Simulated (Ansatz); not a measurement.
Geometry optimisation, RHF/def2-SVP (Ansatz 0.2.0).

The input (input.yaml):

```yaml
crystal:
  periodic: [false, false, false]
  atoms:
    - { symbol: Li, position_ang: [-0.63472, 1.66035, -1.95486] }
    - { symbol: C, position_ang: [-0.04922, 0.51039, -0.56465] }
    - { symbol: C, position_ang: [1.27102, 0.67239, -0.42876] }
    - { symbol: Ge, position_ang: [-0.85763, -0.79063, 0.65566] }
    - { symbol: H, position_ang: [1.84556, 1.36676, -1.04577] }
    - { symbol: H, position_ang: [1.87871, 0.13265, 0.29966] }
    - { symbol: H, position_ang: [0.07033, -1.48906, 1.62578] }
    - { symbol: H, position_ang: [-1.01212, 0.00709, -0.4774] }
    - { symbol: H, position_ang: [-1.94619, -0.17174, 1.50291] }
basis:
  gaussian: { orbitals: def2-SVP }
hamiltonian:
  xc: hf
relax:
  f_tol: 0.02
  max_steps: 50
```

Run as:

```bash
$ ansatz run input.yaml --threads 2 --pin off --max-ram 3072MiB --backend cpu --events-out ev --progress --plain --runs-dir out
```

Question: Where does it end, and by what steps?

Answer: The forces met the threshold. After 42 steps the energy has fallen by 6.053 eV; Li1 moved furthest, 2.40 Å. Parted: Ge4–H8. Joined: Li1–Ge4, Li1–H7, Li1–H9.

| step | energy less start (eV) | largest force component (eV/Å) | accepted |
| --- | --- | --- | --- |
| 0 | 0.0000 | 6.760 | yes |
| 2 | -2.1716 | 1.881 | yes |
| 4 | -3.2129 | 1.406 | yes |
| 6 | -3.7068 | 0.932 | yes |
| 8 | -3.7653 | 0.661 | yes |
| 10 | -3.8076 | 0.386 | yes |
| 12 | -3.8446 | 0.935 | yes |
| 14 | -4.0445 | 0.488 | yes |
| 16 | -4.3174 | 0.321 | yes |
| 18 | -4.5955 | 0.305 | yes |
| 20 | -4.7322 | 0.448 | yes |
| 22 | -4.8213 | 0.200 | yes |
| 24 | -5.0126 | 1.473 | yes |
| 26 | -5.3786 | 1.061 | yes |
| 28 | -5.5548 | 0.659 | yes |
| 30 | -5.7064 | 0.678 | yes |
| 32 | -5.8421 | 0.512 | yes |
| 34 | -6.0010 | 0.186 | yes |
| 36 | -6.0291 | 0.300 | no |
| 38 | -6.0494 | 0.139 | yes |
| 40 | -6.0530 | 0.053 | yes |
| 42 | -6.0532 | 0.014 | yes |

```xyz
9
Properties=species:S:1:pos:R:3
Li -0.651 1.503 0.440
C 0.181 -0.247 -0.677
C 1.363 0.334 -0.450
Ge -1.246 -0.867 0.692
H 1.706 0.566 0.558
H 2.076 0.549 -1.242
H -0.615 0.168 1.805
H -0.037 -0.486 -1.718
H -2.210 0.378 0.205
```

Whether the end is a true minimum wasn't checked by a vibrational analysis.

The run took 47 s on 2 threads of Arm Neoverse V2, with other jobs on the host, peak memory 0.19 GiB.
